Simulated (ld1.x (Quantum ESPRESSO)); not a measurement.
B RRKJ: all-electron and pseudo phase curves

ld1.x (Quantum ESPRESSO) 7.5 input, shortened:

```
&input
   title='B', zed=5., rel=1, dft='PZ', iswitch=3,
   config='[He] 2s1 2p0'
 /
 &inputp
   pseudotype=2, tm=.false., lloc=1,
   nlcc=.false.
 /
2
2S  1  0   1.00   0.00  1.35  1.35  0.0
2P  2  1   0.00   0.00  2.70  2.70  0.0
 &test
   configts(1)='2s1 2p0'
 /
```

The phase is arctan(r·u′/u) with u = r·R(r), unwrapped; energies in Ry, scanned from -4 to 5 Ry. A pole is an energy at which the radial function vanishes at the test radius. The pseudo phase is shifted by a multiple of π to meet the all-electron one at the reference energy, and phase errors are pseudo minus all-electron; the curves can meet again beyond the range given. Levels narrower than the energy grid can be missing from the lists of poles.

For each channel, where are the poles, and over which energies does the pseudopotential scatter like the atom?

```
channel  radius (bohr)  reference energy (Ry)  poles, all-electron  poles, pseudo  unbroken range about the reference energy with phases within 0.05 rad  phase error 1 Ry above the reference energy (rad)
      s           2.96                  -2.30          -2.09, 2.37    -2.09, 2.36                                                             below -0.7                                             +0.015
      p           2.96                  -1.88          -1.68, 2.05    -1.68, 2.74                                                             below -0.8                                             +0.039
```

Phases in the s channel:

```csv
E (Ry),all-electron,pseudo
-4.00,1.338,1.339
-3.52,1.298,1.300
-3.04,1.212,1.216
-2.56,0.661,0.673
-2.08,-1.581,-1.579
-1.60,-1.770,-1.761
-1.12,-1.895,-1.874
-0.64,-2.102,-2.042
-0.16,-2.726,-2.478
0.32,-3.958,-3.669
0.80,-4.405,-4.320
1.28,-4.563,-4.528
1.76,-4.645,-4.630
2.24,-4.700,-4.697
2.72,-4.744,-4.755
3.20,-4.785,-4.822
3.68,-4.832,-4.934
4.16,-4.895,-5.341
4.64,-5.005,-7.251
```
